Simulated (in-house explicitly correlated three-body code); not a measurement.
Values are calculated unless marked as measured or tabulated.
# Two electrons around a charge Z: the exact Kohn-Sham energy parts

The exact non-relativistic ground state comes from a variational code in 260 exponentially correlated functions, the Kohn-Sham parts from inverting its density (past Z = 6 the correlation energy is taken as exact minus Hartree-Fock, equal to within microhartrees), and self-consistent runs (Hartree-Fock is restricted) from a B-spline radial code. Z may be fractional; the second electron is bound down to Z = 0.911.

E_c tends to a constant and T_c to −E_c as Z grows.

| Z | E (Eh) | E_x (Eh) | E_c (mEh) | T_c (mEh) | −T_c/E_c | binding (eV) |
| --- | --- | --- | --- | --- | --- | --- |
| 1.025 | -0.562573 | -0.39921 | -41.48 | 28.34 | 0.683 | 1.014 |
| 1.36 | ? | ? | ? | ? | ? | ? |
| 1.92 | ? | ? | ? | ? | ? | ? |
| 2.52 | -4.929839 | -1.35056 | -42.96 | 38.59 | 0.898 | 47.75 |
| 3.36 | -9.344789 | -1.87632 | -43.84 | 40.53 | 0.925 | 100.7 |
| 4.7 | -19.308367 | -2.71436 | -44.62 | 42.23 | 0.947 | 224.9 |
| 6.3 | -35.908813 | -3.71467 | -45.13 | 43.34 | 0.960 | 437.1 |
| 8.7 | -70.409180 | -5.21490 | -45.55 | 44.24 | 0.971 | 886.1 |

Task: What belongs in the row Z = 1.92?

Result: E (Eh): -2.639990; E_x (Eh): -0.97433; E_c (mEh): -41.95; T_c (mEh): 36.26; −T_c/E_c: 0.864; binding (eV): 21.68.

Task: What belongs in the row Z = 1.36?

Result: E (Eh): -1.152101; E_x (Eh): -0.62061; E_c (mEh): -40.65; T_c (mEh): 32.44; −T_c/E_c: 0.798; binding (eV): 6.185.

Task: Where is correlation strongest relative to exchange?

Result: E_c/E_x falls from 0.104 at Z = 1.025 to 0.0087 at Z = 8.7, since exchange grows as Z while correlation stays near −0.045 hartree. The smaller −T_c/E_c at low Z marks the more static, in-out correlation of a loosely bound pair.
